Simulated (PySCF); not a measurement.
Zn(NH2)(SMe) (CH5NSZn), SMILES [NH2][Zn][S]C. Coordinates come from a PBE-D3(BJ)/def2-SVP optimisation. The structure was generated by enumeration; whether it is a known compound was not checked. Other conformers were not sampled.

The numbers are results of PBE-D3(BJ)/def2-SVP run with PySCF, not measurements.

Harmonic wavenumbers (cm⁻¹): 88, 99, 114, 144, 186, 366, 455, 660, 690, 739, 916, 935, 1283, 1406, 1406, 1490, 2976, 3078, 3082, 3422, 3512. Rotational constants (GHz): 13.94, 1.808, 1.632; symmetry number 1.

### Question
Work out the zero-point energy and the ideal-gas rigid-rotor harmonic-oscillator thermochemistry at 298.15 K and 1 atm.

### Answer
ZPE = ½ Σ hcν = ½ × 27047 cm⁻¹ = 38.67 kcal/mol. H − E(el) = 43.87 kcal/mol. Entropy in cal/(mol K): translation 40.47, rotation 26.46, vibration 18.53, total 85.46. G − E(el) = 18.39 kcal/mol. Cp = 24.34 cal/(mol K). Modes under 150 cm⁻¹ make the vibrational entropy uncertain.
